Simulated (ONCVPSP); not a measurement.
**cadmium: one change to an ONCV potential, before and after**

ONCVPSP 4.0.1 input, shortened (lines: element, Z, core and valence counts, functional; n l f; lmax; l rc ep ncon nbas qcut; lloc lpopt rc5 dvloc0; l nproj debl; icmod fcfact rcfact), PBE, scalar-relativistic:

```
  Cd 48.00    7    3        4      upf
    1    0    2.00
    2    0    2.00
    2    1    6.00
    3    0    2.00
    3    1    6.00
    3    2   10.00
    4    0    2.00
    4    1    6.00
    4    2   10.00
    5    0    2.00
    2
    0    2.35    0.00    4    7    2.70
    1    1.45    0.00    5    8    8.80
    2    1.55    0.00    4    8   10.90
    4    5    1.25    0.00
    0    2    2.90
    1    2    1.80
    2    2    1.40
    3    2.50    1.25
```

In the p channel the program set the typed energies aside and used -2.461, 0.250 Ha.

All-electron outer shells of the reference configuration (PBE, scalar-relativistic, ld1.x):

| shell | level (eV) | outermost node (bohr) | outermost maximum (bohr) |
| --- | --- | --- | --- |
| 4s | -105.92 | 0.43 | 0.79 |
| 4p | -66.97 | 0.43 | 0.84 |
| 4d | -11.73 | 0.42 | 0.98 |
| 5s | -5.66 | 1.07 | 2.35 |

Change: p: qcut 8.2.

Cutoffs: the cutoffs (Ha) at which the residual kinetic energy of the hardest occupied pseudo-wave falls to 1 and 0.1 mHa per electron; they do not see the model core or the augmentation charge, which bear on the density cutoff. Errors are all-electron minus pseudo energies relative to the spin-unpolarised reference configuration.

Task: How do hardness, ghosts and transferability respond?

Result: The potential gets harder (36 Ha and 43 Ha → 36 Ha and 58 Ha); both files keep a bound ghost (s); the errors of the 4 common tests hardly move.

| quantity | base | changed |
| --- | --- | --- |
| cutoff, loose | 36 Ha | 36 Ha |
| cutoff, tight | 43 Ha | 58 Ha |
| loose cutoff by channel | s 7.2 Ha, p 29 Ha, d 36 Ha | s 7.2 Ha, p 21 Ha, d 36 Ha |
| bound ghosts | s | s |
| GHOST(+) flags under 300 eV | none | none |
| error for 4p6 4d10 5s1, meV [ΔE 9.27 eV] | -6.3 | -6.3 |
| error for 4p6 4d10 5s0, meV [ΔE 26.40 eV] | -30 | -30 |
| error for 4p6 4d9 5s0, meV [ΔE 64.41 eV] | +24 | +24 |
| error for 4p5 4d10 5s2, meV [ΔE 74.20 eV] | -138 | -142 |
| s: phases at 2.38 bohr within 0.05 rad from the reference energy up to (Ha; the scan ends near 5) | n/a | n/a |
| p: phases at 1.47 bohr within 0.05 rad from the reference energy up to (Ha; the scan ends near 5) | to the end of the scan | to the end of the scan |
| d: phases at 1.58 bohr within 0.05 rad from the reference energy up to (Ha; the scan ends near 5) | to the end of the scan | to the end of the scan |
| rms error of d²Exc/dni dnj with the model core, mHa | 1.70 | 1.69 |

 A true bound ghost makes a file unfit for plane-wave use even where its test errors are small: the radial tests pick states by their node count and pass the ghost by.
